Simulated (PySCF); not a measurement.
## Computed properties of GeH₃, SMILES [GeH3]

GeH3, SMILES [GeH3] (connectivity only; charge and spin as stated), charge +1, multiplicity 1. Geometry optimised at PBE0-D3(BJ)/def2-TZVPD. The multiplicity is an assumed one; other spin states were not compared. The isomer is the one that the SMILES or the coordinates give; other isomers of the formula were not compared. The values are those of a single conformer. All values are computed for the isolated molecule unless a solvent is named; none is compared with measurement here.

**Structure.** The optimised structure has D3h symmetry. All 6 harmonic modes at PBE0-D3(BJ)/def2-TZVPD (PySCF) are real, so it is a minimum.

**Vibrations.** The strongest infrared lines (harmonic, unscaled, degenerate partners summed) lie at 852 cm⁻¹ (68 km/mol, H 98 %), 800 cm⁻¹ (21 km/mol, H 96 %). The softest mode is at 800 cm⁻¹ and the zero-point energy is 13.2 kcal/mol.

**Electronic structure.** B3LYP/def2-TZVPD (PySCF) places the frontier levels at -17.09 and -10.42 eV, a gap of 6.67 eV and a mean polarisability of 22.8 bohr³.

**Excitations.** TDDFT-ωB97X/def2-TZVPD (PySCF) has S1 at 5.49 eV (226 nm, f = 0.000, dark); the most intense of the 10 singlets computed lies at 12.31 eV (f = 1.95). Strengths of degenerate partners are summed. T1 (TDA) is at 4.98 eV. No vertical singlet excitation falls in the visible range (under 3.1 eV).

**NMR.** GIAO shifts at KT2/pcSseg-2 (PySCF) (non-relativistic, atoms alike by connectivity averaged): ¹H at 9.6 ppm against TMS.
